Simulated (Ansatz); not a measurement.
isocyanic acid (CHNO), singlet, at a GFN2-xTB geometry; PBE/6-311G** run with Ansatz (a program for electronic structure).

The Ansatz input:
Ansatz 0.2 input:
```yaml
crystal:
  periodic: [false, false, false]
  atoms:
    - {symbol: N, position_ang: [-1.09019945, 0.19550444, 0.26322046]}
    - {symbol: C, position_ang: [0.04813358, -0.04939770, 0.01378604]}
    - {symbol: O, position_ang: [1.14545157, -0.10550804, -0.33882666]}
    - {symbol: H, position_ang: [-1.82101787, -0.22808056, 0.78535375]}
basis:
  gaussian:
    orbitals: 6-311G__.json
    point_charges:
      - {charge: 1.0, position_ang: [2.1658, 0.5171, -3.6476]}
hamiltonian:
  xc: pbe
```
The basis file holds 6-311G** in the JSON format of the Basis Set Exchange.

The log (banner, timings and long lists left out):

```
Functional definition: PBE
498 factors; their error is unknown
mean field evaluation 1: about -4580.4690 eV, gradient 6.2e1 eV
mean field evaluation 2: about -4571.0412 eV, gradient 9.2e1 eV
mean field evaluation 4: about -4586.6554 eV, gradient 8.4e0 eV
mean field evaluation 8: about -4586.7619 eV, gradient 1.0e-1 eV
mean field -4586.76193347 eV, -168.5603920363 hartree, gradient 4.7e-5 eV, S^2 0.000000; 0 other end points of the search recorded, 0 dependent functions left out
reference -4586.76195092 eV, -168.5603926774 hartree; 11, 11 occupied and 49, 49 virtual orbitals, 498 factors
Total energy: -4586.76195092 eV, -168.5603926774 hartree
```
